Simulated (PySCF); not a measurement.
Gas-phase reaction: SnF₄ + 2 H → SnHF₃ + HF

Computed with PySCF (xtb for GFN2) and rigid-rotor harmonic-oscillator thermochemistry at 1 bar. † marks an energy on the PBE0/def2-TZVP geometry and frequencies; other levels use their own. Open shells (unrestricted): H (multiplicity 2); the rest are closed-shell singlets. GFN2 has no spin-polarisation term. B3LYP is the form with VWN-RPA correlation. Sn: scalar-relativistic def2 core potential, no spin-orbit coupling. SnHF₃: computed as isolated molecules; such fragments, hydroxides, amides, oligomers or adducts are transient or little studied in the gas. The harmonic model lacks anharmonicity and excited electronic states, which grow with temperature; levels with a mode under 35 cm⁻¹ are left out.

```json
[
 {"level": "B3LYP/def2-TZVP†", "ΔE electronic, kJ": "-455", "ΔH°(298 K), kJ": "-424", "ΔS°(298 K), J/K": "-68", "ΔG°(800 K), kJ": "-364"},
 {"level": "GFN2-xTB", "ΔE electronic, kJ": "-537", "ΔH°(298 K), kJ": "-511", "ΔS°(298 K), J/K": "-82", "ΔG°(800 K), kJ": "-439"},
 {"level": "HF/def2-TZVP†", "ΔE electronic, kJ": "-350", "ΔH°(298 K), kJ": "-319", "ΔS°(298 K), J/K": "-68", "ΔG°(800 K), kJ": "-259"},
 {"level": "PBE/def2-SVP", "ΔE electronic, kJ": "-418", "ΔH°(298 K), kJ": "-389", "ΔS°(298 K), J/K": "-70", "ΔG°(800 K), kJ": "-327"},
 {"level": "PBE/def2-TZVP†", "ΔE electronic, kJ": "-430", "ΔH°(298 K), kJ": "-399", "ΔS°(298 K), J/K": "-68", "ΔG°(800 K), kJ": "-339"},
 {"level": "PBE0/def2-TZVP", "ΔE electronic, kJ": "-437", "ΔH°(298 K), kJ": "-406", "ΔS°(298 K), J/K": "-68", "ΔG°(800 K), kJ": "-346"},
 {"level": "r2SCAN/def2-TZVP†", "ΔE electronic, kJ": "-434", "ΔH°(298 K), kJ": "-404", "ΔS°(298 K), J/K": "-68", "ΔG°(800 K), kJ": "-343"},
 {"level": "ωB97X-V/def2-TZVP†", "ΔE electronic, kJ": "-440", "ΔH°(298 K), kJ": "-409", "ΔS°(298 K), J/K": "-68", "ΔG°(800 K), kJ": "-349"}
]
```
ΔH° is lowest at GFN2-xTB and highest at HF/def2-TZVP†. No reference value is set beside these.
